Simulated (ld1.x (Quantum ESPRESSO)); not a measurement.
## Which change was made? (Mo, TM)

ld1.x (Quantum ESPRESSO) 7.5 input, shortened:

```
&input
   title='Mo', zed=42., rel=1, dft='PZ', iswitch=3,
   config='[Kr] 4d5 5s1 5p0'
 /
 &inputp
   pseudotype=2, tm=.true., lloc=1,
   nlcc=.false.
 /
3
5S  1  0   1.00   0.00  2.50  2.50  0.0
4D  3  2   5.00   0.00  1.60  1.60  0.0
4P  2  1   6.00   0.00  1.25  1.25  0.0
 &test
   configts(1)='4p6 4d5 5s1 5p0'
 /
```

Cutoffs, loose and tight: the cutoffs (Ry, on a coarse ladder) from which the occupation-weighted sum of valence levels, in a spherical-Bessel basis at the reference potential, stays within 10 and 1 mRy of its value at 400 Ry. They do not see the model core or the augmentation charge, which bear on the density cutoff. Test errors are all-electron minus pseudo excitation energies from the reference, over the configurations 4p6 4d5 5s0 5p0; 4p6 4d4 5s0 5p0; 4p6 4d3 5s0 5p0; 4p6 4d5.5 5s0.5 5p0; 4p6 4d5 5s0.5 5p0; 4p6 4d4 5s1 5p0; 4p6 4d4 5s2 5p0 (two spin-polarised tests are not counted in the largest error); variants that change the core or the reference have their own tests. The largest error is taken over the tests solved by every variant that gives reliable tests at all, those not shown here included: 4p6 4d3 5s0 5p0; 4p6 4d4 5s0 5p0; 4p6 4d4 5s2 5p0; 4p6 4d5 5s0 5p0; 4p6 4d5 5s0.5 5p0; 4p6 4d5.5 5s0.5 5p0.

The base gives: outcome: generated; cutoff, loose: 90 Ry; cutoff, tight: 140 Ry; bound ghosts: s; largest test error (meV): +55.

(1) After one change the result is: outcome: generated; cutoff, loose: 230 Ry; cutoff, tight: over 300 Ry; bound ghosts: s; largest test error (meV): +58. Which change was it?
A. wave 4d (bound): rc 1.60 bohr becomes 4d (bound): rc 1.04 bohr
B. wave 4p (bound): rc 1.25 bohr becomes 4p (bound): rc 0.88 bohr
C. reference 4p6 4d5 5s0 5p0
D. local potential the s channel
E. core correction a·sin(br)/r model core inside 1.38 bohr

Answers

(1) B. The others give: core correction a·sin(br)/r model core inside 1.38 bohr → outcome: generated; cutoff, loose: 90 Ry; cutoff, tight: 140 Ry; bound ghosts: s; largest test error (meV): -36 | local potential the s channel → outcome: generated; cutoff, loose: 90 Ry; cutoff, tight: 140 Ry; bound ghosts: none; largest test error (meV): -219 | reference 4p6 4d5 5s0 5p0 → outcome: generated; cutoff, loose: 90 Ry; cutoff, tight: 140 Ry; bound ghosts: s; largest test error (meV): -15 | wave 4d (bound): rc 1.60 bohr becomes 4d (bound): rc 1.04 bohr → outcome: generated; cutoff, loose: 140 Ry; cutoff, tight: 200 Ry; bound ghosts: s; largest test error (meV): +62.
